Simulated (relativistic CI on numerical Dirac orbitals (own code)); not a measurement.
Hyperfine structure of Co3+, mass number 60

Calculated at this level of theory: Dirac-Coulomb-Breit CI, orbitals from a KLI potential per configuration, model QED, valence Slater integrals scaled by 0.85, P86 correlation energy added to each configuration (own radial code, finite nucleus).

CI space (outside the closed core [Ne] 3s2): 3p6 3d6, 3p6 3d5 4s, 3p6 3d5 4p, 3p6 3d5 4d, 3p6 3d5 5s, 3p5 3d7, 3p6 3d5 5p, 3p6 3d5 4f, 3p6 3d5 5d, 3p6 3d4 4s 4p, 3p6 3d5 5g, 3p6 3d4 4s2, 3p6 3d3 4s2 4p, 3p6 3d3 4s2 4d, 3p6 3d3 4s2 5s, 3p6 3d3 4s2 5p. Double excitations out of closed p, d and f shells are left out; levels of such configurations are missing from the list, as are those of other unlisted configurations, and high levels can miss mixing partners.

Nuclear spin I = 5, μ = 3.799 μN, Q = 0.46 b (tables of Stone and Pyykkö). The electronic factors are computed for point nuclear moments, without core polarisation; leaving it out makes A of s and p electrons in near-neutral atoms 20 to 40 % too small, and it can dominate for d and f shells.

```csv
Level,E (cm⁻¹),A (MHz),B (MHz)
3p6 3d6 5D_4,0.0,269.1,403
3p6 3d6 5D_3,613.4,198,99.2
3p6 3d6 5D_2,1037.5,152.5,-85.8
3p6 3d6 5D_1,1308.6,124.5,-139
3p6 3d6 3H_6,22322.3,438.7,-209
3p6 3d6 3H_5,22676.1,445.9,-140
3p6 3d6 3H_4,22933.4,498.4,-132
3p6 3d6 3P_2,24527.8,234.8,-28.3
```

Levels with J = 0, under 50 % of one LS term, or S terms without an open s electron are left out. Small factors come from cancelling terms and can be off by tens of per cent or more.

For a near-neutral ion this model can misplace configurations by up to about 10,000 cm⁻¹ (more where the count of f electrons changes) and terms by 10 to 25 % of their spread. Rates follow the energies as ν³ (E1, M1) or ν⁵ (E2), so they and the lifetimes can be off by large factors. The fine structure of a lone outer electron comes out too small, for d and f at times inverted, and misplaced configurations move strength between like terms. 41 of the 41 excited levels that our extract of the measured tables holds in this range could be paired (the sources list more); they are missed by 847 cm⁻¹ on average and 2265 at most, and levels without a partner can miss by more. Some levels of the ground configuration have no partner and can miss by 10 % or more.

Q: Give the hyperfine levels of 3p6 3d6 5D_4 relative to its centre of gravity.

A: With K = F(F + 1) − I(I + 1) − J(J + 1), E = AK/2 + B[¾K(K + 1) − I(I + 1)J(J + 1)]/[2I(2I − 1)J(2J − 1)]: F = 1: -6284, F = 2: -5789, F = 3: -5040, F = 4: -4028, F = 5: -2741, F = 6: -1166, F = 7: 716.4, F = 8: 2925, F = 9: 5483 MHz.
